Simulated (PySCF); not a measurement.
# Correlation energy of Nb²⁺ (niobium, charge +2)

[Kr] 4d2 5p1, one real determinant (an excited configuration). All numbers are calculated (PySCF 2.14, the spin-free X2C one-electron Hamiltonian (Gaussian nucleus), in x2c-TZVPPall with one added diffuse shell each of s, p, d, f type (9s7p7d3f1g, 95 functions)). Frozen: [Ar] 3d10; 11 electrons correlated.

MP2 pair energies summed by pair of shells (mhartree):

```tsv
pair	energy	share (%)
4p-4p	-105.10	44.5
4p-4d	-62.98	26.7
4s-4p	-30.12	12.7
4p-5p	-13.12	5.6
4s-4d	-7.60	3.2
4d-5p	-6.98	3.0
4s-4s	-5.95	2.5
4d-4d	-3.61	1.5
4s-5p	-0.79	0.3
```

Total MP2 correlation energy: -236.25 mhartree.

Same-spin part -69.95 and opposite-spin part -166.29 mhartree; SCS-MP2 scales them by 1/3 and 6/5 to -222.87 mhartree.

The reference is one real determinant that mixes LS terms of this configuration.

This basis was not built for core-valence correlation, so the inner-shell part is incomplete.
